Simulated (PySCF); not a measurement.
## Diatomics of P with the chalcogens

r²SCAN with double-zeta basis sets in PySCF, for the lowest determinant that a PBE0 search found; no spin–orbit coupling. De refers to high-spin ground-configuration atoms. A positive dipole means M(−)P(+).

```csv
M,basis,state (unpaired electrons),Re (Å),ωe (cm⁻¹),De (eV),μ (D)
O,def2-SVP,doublet (π ↑),1.502,1229,5.72,1.97
Se,def2-SVP,doublet (π ↑),2.047,579,3.81,0.19
Te,def2-SVP,doublet (π ↑),2.261,475,3.02,-0.62
```

(1) The row for M = S is missing. Estimate Re, ωe and De as the mean of the rows for O and Se, and compare with the calculation.

Relativity is treated differently too: O no relativity; S no relativity; Se no relativity; Te scalar-relativistic core potentials.

These are scalar-relativistic numbers at best; spin–orbit coupling would shift them, the dissociation energy most. States were picked by a PBE0 search and need not be the measured ground states.

Answers

(1) The means are 1.775 Å, 904 cm⁻¹ and 4.76 eV. r²SCAN in def2-SVP gives PS as a doublet (π ↑) with Re = 1.915 Å, ωe = 754 cm⁻¹, De = 4.35 eV, so the estimate is off by -14.1 pm, +20 % and +0.41 eV.
